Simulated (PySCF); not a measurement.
C2H2F3, charge +1, multiplicity 1. Atoms are numbered in the order given.

```xyz
7

F     -0.1930     1.7978     0.0000
C      0.7011     0.8079     0.0000
C      0.0068    -0.5066     0.0000
F     -1.2288    -0.6050     0.0000
F      0.6470    -1.5753     0.0000
H      1.3628     0.8172     0.8946
H      1.3628     0.8172    -0.8946
```
Charge +1, spin multiplicity 1.

Geometry: ωB97X-D3(BJ)/def2-SVP. The multiplicity is an assumed one; other spin states were not compared. The isomer is the one that the SMILES or the coordinates give; other isomers of the formula were not compared. The values are those of a single conformer.

All values below come from PBE/def2-TZVP in PySCF.

Symmetry labels are those of the subgroup Cs that the program uses (full group Cs).

Computed valence orbital energies around the gap with their symmetry:
```csv
orbital,symmetry,energy (eV)
HOMO−7,A',-21.54
HOMO−6,A',-19.51
HOMO−5,A",-19.48
HOMO−4,A",-19.05
HOMO−3,A',-18.79
HOMO−2,A',-18.48
HOMO−1,A',-15.51
HOMO,A",-15.10
LUMO,A",-11.06
LUMO+1,A',-6.10
LUMO+2,A',-5.58
LUMO+3,A',-3.93
```
